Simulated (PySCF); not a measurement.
## C₆ coefficients of unlike pairs at B97-3

Calculated with PySCF 2.14 from the dipole response of each species, C₆(A,B) = (3/π) ∫ α_A(iu) α_B(iu) du, in atomic units, from isotropic polarisabilities. For ions this is the dispersion term alone; charge-induced terms of lower order in 1/R come first.

```
species      configuration                                      basis      relativity  α (bohr³)  C₆ (like pair)
     Ru  [Kr] 4d7 5s1 (5F)  aug-cc-pVTZ-PP with ECP28MDF (6s6p5d3f2g)  core potential      62.44           573.6
     Ti  [Ar] 3d2 4s2 (3F)             aug-cc-pwCVTZ-DK (10s9p7d4f3g)   spin-free X2C      107.9            1267
     C⁺  [He] 2s2 2p1 (2P)                     dyall-av3z (15s9p3d2f)            none      5.990           14.26
```

Task: Estimate C₆ for C⁺ with Ti.

Result: The integral gives 113.8. The combination rule 2 C_A C_B / (C_A α_B/α_A + C_B α_A/α_B) gives 110.4 and the geometric mean 134.4.

No spin-orbit coupling is included.

The other pairs:

```
  pair     C₆
C⁺, Ru  84.56
Ti, Ru  835.1
```
